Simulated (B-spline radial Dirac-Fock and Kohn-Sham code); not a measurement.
**Auger parameter of holmium: the M5 level and its strongest M5-NN line**

Level of theory: Dirac-Fock ΔSCF + Breit + QED; a radial atomic solver. The modified Auger parameter α′ is the binding energy plus the kinetic energy of the Auger electron; it does not depend on the energy zero. For free ions it tends to fall with charge, since less charge screens the final holes.

```
            species          configuration  binding 3d5/2 (eV)  Auger line  kinetic (eV)  α′ (eV)
                 Ho          [Xe] 4f11 6s2              1353.8    N5N5 J=4         995.5   2349.3
                 Ho      [Xe] 4f10 5d1 6s2              1363.4    N5N5 J=4         988.4   2351.8
                 Ho              [Xe] 4f13              1337.0    N5N5 J=4        1014.9   2351.9
                 Ho          [Xe] 4f12 6s1              1343.4    N5N5 J=4        1005.5   2348.9
                Ho⁺          [Xe] 4f11 6s1              1360.9    N5N5 J=4         987.0   2348.0
                Ho⁺          [Xe] 4f11 5d1              1358.6    N5N5 J=4         990.2   2348.8
               Ho²⁺              [Xe] 4f11              1369.1    N5N5 J=4         977.7   2346.8
Ho²⁺ (Watson 2.4 Å)              [Xe] 4f11              1357.1    N5N5 J=4         989.7   2346.8
               Ho³⁺              [Xe] 4f10              1391.4    N5N5 J=4         956.6   2348.0
               Ho³⁺           [Xe] 4f9 6p1              1407.3    N5N5 J=4         944.2   2351.5
               Ho³⁺           [Xe] 4f9 6s1              1406.1    N5N5 J=4         945.3   2351.4
  Ho³⁺ (Watson 2 Å)              [Xe] 4f10              1369.8    N5N5 J=4         978.2   2348.0
               Ho⁴⁺               [Xe] 4f9              1416.4    N5N5 J=4         934.3   2350.7
               Ho⁵⁺  [Kr] 4d10 4f9 5s2 5p5              1434.5    N5N5 J=4         915.7   2350.2
               Ho⁶⁺  [Kr] 4d10 4f9 5s2 5p4              1453.4    N5N5 J=4         896.6   2350.0
               Ho⁷⁺  [Kr] 4d10 4f9 5s2 5p3              1473.1    N5N5 J=4         877.0   2350.1
```

Values without a named source are computed, but for edge energies of neutral atoms, which are taken from tables.
